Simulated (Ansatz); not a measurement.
Gas-phase electronic energies from Ansatz, PBE0-D4/def2-TZVP geometries. CCSD(T)/CBS is the MP2 limit (def2-TZVPP, def2-QZVPP) plus CCSD(T) − MP2 in def2-TZVPP, frozen cores. This one scheme is used for every species. DFT in def2-TZVPP. def2 core potentials past Kr. For Sn outer-core shells are correlated without core-valence functions, which leaves a few kJ/mol of doubt a bond. Each species was taken in one conformer, which may not be the lowest.

`C[O][Sn][CH3]` + CH₄ → `[CH3][Sn][CH3]` + CH₃OH  (formal exchange of groups at the Sn–O bond)

CCSD(T)/CBS gives +101.7 kJ/mol.

**Question.** Another level gave +107.0 kJ/mol. Which?
A. LC-ωPBE/def2-TZVPP
B. revPBE/def2-TZVPP
C. BLYP/def2-TZVPP
D. PBE-D4/def2-TZVPP

**Answer.** D. PBE-D4 107.0, BLYP 114.3, LC-ωPBE 98.2, revPBE 102.6 kJ/mol.

Largest T1 diagnostic among the species: 0.017.

In def2-TZVPP, CCSD(T) changes the Hartree–Fock value by +3.4 kJ/mol (the triples alone add +3.0 kJ/mol) and MP2 by +6.1 kJ/mol. From r2SCAN to r2SCAN0 (25 % exact exchange), in def2-TZVPP and without D4, ΔE moves by −9.3 kJ/mol.
